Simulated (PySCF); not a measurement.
PySCF input file for BeH2O, SMILES [BeH][OH], B3LYP-D3(BJ)/def2-TZVPD. Geometry optimised at B3LYP-D3(BJ)/def2-TZVPD.

```python
import numpy as np
from pyscf import gto, scf, dft, df
from pyscf.hessian import thermo

mol = gto.M(
    atom='''
    Be   -0.03007666    0.85987209    0.00000000
    H    -0.06503353    2.18512313    0.00000000
    O     0.07663957   -0.53540173    0.00000000
    H    -0.42777637   -1.34139766    0.00000000
    ''',
    basis='def2-TZVPD',
    charge=0,
    spin=0,
    max_memory=1600,
    verbose=3,
)
mf = dft.RKS(mol, xc='b3lyp').density_fit(auxbasis='def2-universal-jkfit')
mf.disp = 'd3bj'
mf.grids.level = 3
mf.conv_tol = 1e-11
mf.max_cycle = 100
mf.kernel()

# [left out here: the lines that compute and print the analytic Hessian (its translational invariance restored by hand, since the grid's response is missing), thermochemistry and intensities]
```

It prints:

```
converged SCF energy = -91.2716779915577

WARN: DFTD3 does not support analytical Hessian, using finite difference


WARN: Mole.unit (angstrom) is changed to Bohr

Mode                                 0                   1                   2
Irrep
Freq [cm^-1]                      312.3427            564.5187            567.8152
Reduced mass [au]                   1.1486              1.4375              1.3753
Force const [Dyne/A]                0.0660              0.2699              0.2613
Char temp [K]                     449.3917            812.2167            816.9596
Normal mode                   x     y     z       x     y     z       x     y     z
       0  Be                -0.03  0.01  0.00   -0.18 -0.00  0.00   -0.00  0.00 -0.17
       1   H                -0.18  0.01 -0.00    0.81  0.03 -0.00    0.00  0.00  0.83
       2   O                 0.08 -0.04 -0.00    0.05 -0.00 -0.00    0.00 -0.00  0.04
       3   H                -0.78  0.48 -0.00   -0.02  0.03 -0.00   -0.00  0.00  0.10
Mode                                 3                   4                   5
Irrep
Freq [cm^-1]                     1219.8535           2180.4522           4013.0651
Reduced mass [au]                   4.1112              1.1822              1.0708
Force const [Dyne/A]                3.6044              3.3117             10.1607
Char temp [K]                    1755.0976           3137.1852           5773.9071
Normal mode                   x     y     z       x     y     z       x     y     z
       0  Be                 0.01 -0.24 -0.00   -0.00  0.13  0.00   -0.00  0.00  0.00
       1   H                 0.03 -0.36  0.00    0.02 -0.91 -0.00    0.00 -0.00 -0.00
       2   O                -0.00  0.14  0.00    0.00 -0.02 -0.00   -0.03 -0.05 -0.00
       3   H                -0.05  0.19  0.00    0.00 -0.03 -0.00    0.50  0.82 -0.00
temperature 298.1500 [K]
pressure 101325.00 [Pa]
Rotational constants [GHz] 1862.71281 28.25234 27.83023
Symmetry number 1
Zero-point energy (ZPE) 0.02018 [Eh]   52982.889 [J/mol]
                           tot       elec      trans        rot        vib
Entropy [J/mol/K]       227.096      0.000    149.863     67.142     10.092
Cv [J/mol/K]             41.919      0.000     12.472     12.472     16.975
Cp [J/mol/K]             50.233      0.000     20.786     12.472     16.975
Internal energy [J/mol]                      3718.434   3718.434  55030.338
Internal energy [Eh]   -91.24789  -91.27168
Enthalpy [J/mol]                             6197.391   3718.434  55030.338
Enthalpy [Eh]          -91.24694
Gibbs free energy [J/mol]                  -38484.271 -16299.839  52021.538
Gibbs free energy [Eh] -91.27273
static polarisability / bohr^3: [[20.823 -0.152 -0.   ]
 [-0.151 26.211  0.   ]
 [ 0.     0.    20.694]]
largest difference of analytic and finite-field dipole derivatives / e: 0.0006799260400356388
mode   freq/cm-1   IR/(km/mol)   Raman/(A^4/amu)   depolarisation
   1      312.34       152.676             0.642            0.730
   2      564.52       220.726             0.569            0.431
   3      567.82       172.662             0.174            0.750
   4     1219.85        83.630            22.053            0.050
   5     2180.45       178.733           120.098            0.038
   6     4013.07       157.270            77.371            0.169
max |gradient| / (hartree/bohr): 4.8131984240592243e-05
APT charges: [ 0.8793 -0.3407 -0.8786  0.3401]
```

Self-consistency was reached.
